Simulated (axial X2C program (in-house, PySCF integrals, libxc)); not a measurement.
# How the levels of TmBr (f13 s1 orbitals) move with the bond length

Calculated with an axial X2C code built on PySCF integrals: two-component X2C with atomic mean-field Coulomb and Gaunt terms, basis Tm dyall-v3z, Br dyall-v3z (cores contracted in-house). Orbitals come from Hartree–Fock averaged over the configuration Tm f13 s1; CI then distributes these electrons over the f, s shells of Tm.

At R = 2.759 Å:

| Ω | energy (cm⁻¹) | g∥ | μ (D) | configuration |
| --- | --- | --- | --- | --- |
| 0 | 0 | 0.00 | -5.13 | 100% f13 s1 |
| 1 | 43 | 2.89 | -5.12 | 100% f13 s1 |
| 2 | 204 | 5.40 | -5.12 | 100% f13 s1 |
| 0 | 305 | 0.00 | -5.13 | 100% f13 s1 |
| 1 | 409 | 1.73 | -5.12 | 100% f13 s1 |
| 3 | 506 | 7.73 | -5.11 | 100% f13 s1 |
| 2 | 682 | 3.81 | -5.11 | 100% f13 s1 |
| 4 | 948 | 10.00 | -5.10 | 100% f13 s1 |
| 3 | 1114 | 6.02 | -5.10 | 100% f13 s1 |
| 0 | 8631 | 0.00 | -5.12 | 100% f13 s1 |
| 1 | 8739 | 2.51 | -5.12 | 100% f13 s1 |
| 0 | 8861 | 0.00 | -5.12 | 100% f13 s1 |
| 1 | 9035 | 0.87 | -5.11 | 100% f13 s1 |
| 2 | 9063 | 4.47 | -5.11 | 100% f13 s1 |

g∥ is the magnitude of 2⟨Lz + ge Sz⟩ for the +Ω component. μ is positive if the Br end is positive. The lowest 14 levels at most are listed.

At R = 2.662 Å:

```json
{"Ω": "0", "energy (cm⁻¹)": "0", "g∥": "0.00", "μ (D)": "-4.58", "configuration": "100% f13 s1"}
{"Ω": "1", "energy (cm⁻¹)": "43", "g∥": "2.89", "μ (D)": "-4.58", "configuration": "100% f13 s1"}
{"Ω": "2", "energy (cm⁻¹)": "202", "g∥": "5.40", "μ (D)": "-4.57", "configuration": "100% f13 s1"}
{"Ω": "0", "energy (cm⁻¹)": "309", "g∥": "0.00", "μ (D)": "-4.58", "configuration": "100% f13 s1"}
{"Ω": "1", "energy (cm⁻¹)": "411", "g∥": "1.74", "μ (D)": "-4.57", "configuration": "100% f13 s1"}
{"Ω": "3", "energy (cm⁻¹)": "505", "g∥": "7.73", "μ (D)": "-4.56", "configuration": "100% f13 s1"}
{"Ω": "2", "energy (cm⁻¹)": "677", "g∥": "3.81", "μ (D)": "-4.56", "configuration": "100% f13 s1"}
{"Ω": "4", "energy (cm⁻¹)": "948", "g∥": "10.00", "μ (D)": "-4.56", "configuration": "100% f13 s1"}
{"Ω": "3", "energy (cm⁻¹)": "1108", "g∥": "6.02", "μ (D)": "-4.56", "configuration": "100% f13 s1"}
{"Ω": "0", "energy (cm⁻¹)": "8631", "g∥": "0.00", "μ (D)": "-4.57", "configuration": "100% f13 s1"}
{"Ω": "1", "energy (cm⁻¹)": "8739", "g∥": "2.50", "μ (D)": "-4.57", "configuration": "100% f13 s1"}
{"Ω": "0", "energy (cm⁻¹)": "8864", "g∥": "0.00", "μ (D)": "-4.57", "configuration": "100% f13 s1"}
{"Ω": "1", "energy (cm⁻¹)": "9036", "g∥": "0.87", "μ (D)": "-4.56", "configuration": "100% f13 s1"}
{"Ω": "2", "energy (cm⁻¹)": "9060", "g∥": "4.47", "μ (D)": "-4.56", "configuration": "100% f13 s1"}
```

The lowest level lies 256 cm⁻¹ above the lowest at the first distance.

How does the gap from the lowest to the fifth level change between the two distances?

From 409 to 411 cm⁻¹, a factor of 1.00.

Dynamic correlation is missing, so gaps between terms are too wide and other configurations may lie lower; the lowest level listed is that of this model, not necessarily the ground state. At most 4 roots were kept for each Ω > 0 (twice that for Ω = 0) within 2.2 eV of the lowest, so higher up levels can be missing between those listed; levels with Ω > 0 are doubly degenerate and listed once, Ω = 0 levels singly.
